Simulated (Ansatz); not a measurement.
# SbH2Cl (SMILES [Cl][SbH2]): methods side by side

SbH2Cl has 4 atoms, charge 0, and is taken as a singlet. SMILES: `[Cl][SbH2]`. Geometry: relaxed at PBE0-D4/def2-TZVP.

Quantity: the electronic atomisation energy, in eV. The values are calculated. Electronic energies at fixed atoms, without zero-point motion or spin-orbit coupling.

```json
{"level": "HF/STO-3G", "kind": "Hartree–Fock", "program": "Ansatz", "value (eV)": "8.22", "CPU time (all runs)": "1.1 s"}
{"level": "BLYP/STO-3G", "kind": "GGA", "program": "Ansatz", "value (eV)": "11.88", "CPU time (all runs)": "3 s"}
{"level": "r2SCAN/STO-3G", "kind": "meta-GGA", "program": "Ansatz", "value (eV)": "11.62", "CPU time (all runs)": "9.3 s"}
{"level": "BHLYP/STO-3G", "kind": "global hybrid", "program": "Ansatz", "value (eV)": "11.28", "CPU time (all runs)": "2.4 s"}
{"level": "PBE0/STO-3G", "kind": "global hybrid", "program": "Ansatz", "value (eV)": "11.46", "CPU time (all runs)": "2.8 s"}
{"level": "CAM-B3LYP/STO-3G", "kind": "range-separated hybrid", "program": "Ansatz", "value (eV)": "11.73", "CPU time (all runs)": "3.3 s"}
{"level": "B2PLYP/STO-3G", "kind": "double hybrid", "program": "Ansatz", "value (eV)": "10.92", "CPU time (all runs)": "3.5 s"}
{"level": "MP2/STO-3G", "kind": "perturbation theory", "program": "Ansatz", "value (eV)": "9.22", "CPU time (all runs)": "1.2 s"}
{"level": "CCSD/STO-3G", "kind": "coupled cluster or CI", "program": "Ansatz", "value (eV)": "9.72", "CPU time (all runs)": "1.3 s"}
{"level": "CCSDT(Q)/STO-3G", "kind": "coupled cluster or CI", "program": "Ansatz", "value (eV)": "9.73", "CPU time (all runs)": "1.1 s"}
```

All-electron rows without a relativistic Hamiltonian named are non-relativistic. The values span 8.22 to 11.88 eV. All rows use very small basis sets, so even the best lies far from the true value. In the correlated wave-function rows the outer d shell of Sb is correlated, in sets not made for it. CPU times are rough (shared hosts, several kinds of processor): they show what a rung costs within a factor of a few.
